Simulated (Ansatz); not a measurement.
Diatomic LiAl, closed-shell singlet (the spin of the measured ground state).

D_e counts from the fitted minimum to each atom's lowest state at the same level, without counterpoise. The singlet is restricted.

Correlated levels freeze the inner cores; with def2 sets outer-core shells near the valence are correlated too.

Codes used: Ansatz (Gaussian basis) for Hartree–Fock, density functionals and correlated methods. Values without a source in brackets are computed.

```json
[
 {"level": "PBE/def2-TZVPP", "bond energy D_e (eV)": "0.945"},
 {"level": "B97M-V/def2-TZVPP", "bond energy D_e (eV)": "1.093"},
 {"level": "B3LYP/def2-TZVPP", "bond energy D_e (eV)": "0.905"},
 {"level": "PBE0/def2-TZVPP", "bond energy D_e (eV)": "0.860"},
 {"level": "BHLYP/def2-TZVPP", "bond energy D_e (eV)": "0.813"},
 {"level": "CAM-B3LYP/def2-TZVPP", "bond energy D_e (eV)": "0.840"},
 {"level": "wB97X-V/def2-TZVPP", "bond energy D_e (eV)": "___"},
 {"level": "CCSD/def2-TZVPP", "bond energy D_e (eV)": "0.909"},
 {"level": "CCSD(T)/def2-TZVPP", "bond energy D_e (eV)": "0.961"}
]
```

Task: What belongs in the gaps?

Result: 
- wB97X-V/def2-TZVPP, bond energy D_e (eV): 0.881

Doubts at one or more of the structures used: a restricted determinant that unrestricted orbitals would lower (CCSD/def2-TZVPP, CCSD(T)/def2-TZVPP).

Ansatz is a program for electronic structure.
